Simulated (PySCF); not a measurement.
Al(OH)(OMe)(SiH3), CH₇AlO₂Si, SMILES C[O][Al]([OH])[SiH3] (PBE0/def2-SVP optimised geometry):

```
12

Al     0.153     0.125     0.000
O      1.856     0.125     0.000
H      2.461    -0.617     0.004
O     -0.769    -1.295    -0.001
C     -0.737    -2.679     0.002
H     -1.300    -3.086    -0.856
H      0.290    -3.088    -0.052
H     -1.203    -3.082     0.920
Si    -0.972     2.275     0.000
H     -0.612     3.069     1.219
H     -2.461     2.120    -0.023
H     -0.575     3.088    -1.194
```

Calculation: PBE0/def2-TZVP (PySCF).

**Question.** What are the frontier orbital energies and the dipole moment?

**Answer.** HOMO-2 -8.24 eV, HOMO-1 -8.16 eV, HOMO -8.04 eV, LUMO -0.74 eV, LUMO+1 -0.16 eV; dipole moment 2.17 D.

On the same geometry PBE/def2-TZVP (PySCF) gives HOMO-2 -6.98 eV, HOMO-1 -6.63 eV, HOMO -6.61 eV, LUMO -1.50 eV, LUMO+1 -0.99 eV; dipole moment 2.11 D.

Meta-Löwdin charges at PBE0/def2-TZVP: Al1 0.96, O2 -0.78, H3 0.35, O4 -0.63, C5 -0.10, H6 0.11, H7 0.09, H8 0.11, Si9 0.08, H10 -0.06, H11 -0.06, H12 -0.06.
